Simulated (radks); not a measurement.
Excited configurations of the bromine ion Br+: one electron is placed in a higher orbital outside [Ar] 3d10 4s2 4p3. The ground configuration is [Ar] 3d10 4s2 4p4. All-electron calculation, scalar-relativistic Kohn-Sham, PBE, spin-polarised, spherical densities, point nucleus; open shells are filled with parallel spins first. Program: a radial shooting solver on a logarithmic mesh with Libxc functionals. Excitation = E - E(ground); binding = E(ion) - E, where the ion is the core of charge +2; n* = 2/sqrt(2 binding) in atomic units, and the quantum defect is n - n*.

outer orbital,excitation (eV),binding (eV),n*,quantum defect,eigenvalue (eV),<r> (bohr)
4d,12.374,8.876,2.476,1.524,-5.705,3.380
4f,17.576,3.674,3.849,0.151,-2.616,8.290
5s,11.128,10.122,2.319,2.681,-7.833,4.284
5p,13.668,7.582,2.679,2.321,-5.824,5.269
5f,18.730,2.520,4.647,0.353,-1.901,14.02
6s,16.076,5.174,3.243,2.757,-4.143,8.362
6f,19.440,1.810,5.483,0.517,-1.428,21.07
7s,18.112,3.138,4.164,2.836,-2.558,13.77
7p,18.561,2.689,4.499,2.501,-2.180,15.70
7d,19.264,1.986,5.234,1.766,-1.600,20.56
7f,19.899,1.351,6.347,0.653,-1.094,29.55

The Delta-SCF ionisation energy is 21.250 eV (NIST Atomic Spectra Database: 21.591 eV, measured). Self-interaction in the functional shifts the binding energies and quantum defects, so they are the method's values and not measured ones. Open shells are spherical and high-spin; term and fine-structure splittings are not resolved.
